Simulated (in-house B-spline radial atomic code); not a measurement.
A run on an ion of nuclear charge 66 with 66.8 electrons that did not converge. Method: scalar-relativistic (X2C) B3LYP, spin-polarised, spherical fractional occupations, Fermi nucleus of rms radius 5.2218 fm; computed with an all-electron radial atomic-structure program (B-spline basis).

Command:
```bash
python run_scf.py task.json out
```
Settings (nuclear radius in fm, mass in u):
```
Z                66
configuration    [Xe] 4f10.8 6s2
hamiltonian      x2c
method           b3lyp
spin_polarised   True
nucleus          fermi
rms_radius       5.2218
atomic_mass      163.92918
speed_of_light   137.035999084
```

First and last ten iterations of the last attempt (damped for 15 steps, keeping 80 % of the old Fock matrix, then DIIS):
```
 iter        energy (Eh)    residual
    1      -12102.915192    7.77e-01
    2      -12102.685747    1.45e+00
    3      -12129.239088    9.24e-01
    4      -12143.707738    5.62e-01
    5      -12150.990556    3.56e-01
    6      -12154.333152    2.28e-01
    7      -12155.731905    1.44e-01
    8      -12156.289631    8.47e-02
    9      -12156.528631    5.87e-02
   10      -12156.651330    4.44e-02
  111      -12102.427127    6.25e-01
  112      -12102.560343    6.24e-01
  113      -12102.561263    6.24e-01
  114      -12102.509523    6.24e-01
  115      -12102.501656    6.24e-01
  116      -12151.913326    2.09e-01
  117      -12151.888579    2.10e-01
  118      -12156.565042    5.61e-02
  119      -12156.592939    5.27e-02
  120      -12152.043323    2.07e-01
 not converged after 120 iterations
```

The smallest residual met was 3.2e-02; the threshold is about 7e-07. No energy from this run should be used. The likely cause: this method binds the added charge weakly or not at all at the basis-set limit, so charge moves back and forth between the atom and the box. Run time, properties included: 5.7 s on 1 thread of Arm Neoverse V1, on a shared host.
